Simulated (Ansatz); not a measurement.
Geometry optimisation, Ansatz, RKS B3LYP/def2-SVP.

The input (input.yaml):

```yaml
crystal:
  periodic: [false, false, false]
  atoms:
    - { symbol: "N", position_ang: [-1.2248, -1.1393, 1.2409] }
    - { symbol: Si, position_ang: [-0.1621, 0.2195, 0.7565] }
    - { symbol: Sn, position_ang: [1.7021, -0.7271, -0.6083] }
    - { symbol: C, position_ang: [-0.9787, 1.4565, -0.2455] }
    - { symbol: C, position_ang: [-1.644, 2.2501, -0.9242] }
    - { symbol: F, position_ang: [-2.3019, 3.1702, -1.6429] }
    - { symbol: H, position_ang: [-1.5442, -1.5653, 0.3507] }
    - { symbol: H, position_ang: [-0.6685, -1.7715, 1.7593] }
    - { symbol: H, position_ang: [0.3795, 0.8874, 2.0065] }
    - { symbol: H, position_ang: [2.8248, 0.5635, -1.0351] }
    - { symbol: H, position_ang: [1.079, -1.4966, -2.0076] }
    - { symbol: H, position_ang: [2.616, -1.9027, 0.3838] }
basis:
  gaussian: { orbitals: def2-SVP }
hamiltonian:
  xc: b3lyp
relax:
  f_tol: 0.015
  max_steps: 40
```

Run as:

```bash
$ ansatz run input.yaml --threads 2 --pin off --max-ram 3072MiB --backend cpu --events-out ev --progress --plain --runs-dir out
```

Problem. Where does it end, and by what steps?

Solution. The forces met the threshold. The force dipped under the threshold on the way, but the program's further checks kept it going. After 11 steps the energy has fallen by 0.466 eV; H8 moved furthest, 0.46 Å.

| step | energy less start (eV) | largest force component (eV/Å) | accepted |
| --- | --- | --- | --- |
| 0 | 0.0000 | 2.151 | yes |
| 1 | -0.3430 | 0.984 | yes |
| 2 | -0.4157 | 0.545 | yes |
| 3 | -0.4359 | 0.423 | yes |
| 4 | -0.4502 | 0.316 | yes |
| 5 | -0.4599 | 0.310 | yes |
| 6 | -0.4616 | 0.154 | yes |
| 7 | -0.4645 | 0.031 | yes |
| 8 | -0.4651 | 0.017 | yes |
| 9 | -0.4655 | 0.013 | yes |
| 10 | -0.4655 | 0.033 | yes |
| 11 | -0.4656 | 0.012 | yes |

```xyz
12
Properties=species:S:1:pos:R:3
N -1.282 -1.094 1.245
Si -0.169 0.152 0.765
Sn 1.849 -0.664 -0.677
C -1.062 1.411 -0.225
C -1.611 2.242 -0.923
F -2.193 3.115 -1.649
H -1.782 -1.623 0.536
H -1.032 -1.693 2.027
H 0.351 0.770 2.018
H 2.923 0.601 -1.147
H 1.299 -1.438 -2.119
H 2.785 -1.836 0.183
```

Run time: 53 s on 2 threads of Arm Neoverse V2, with other jobs on the host, peak memory 0.35 GiB.
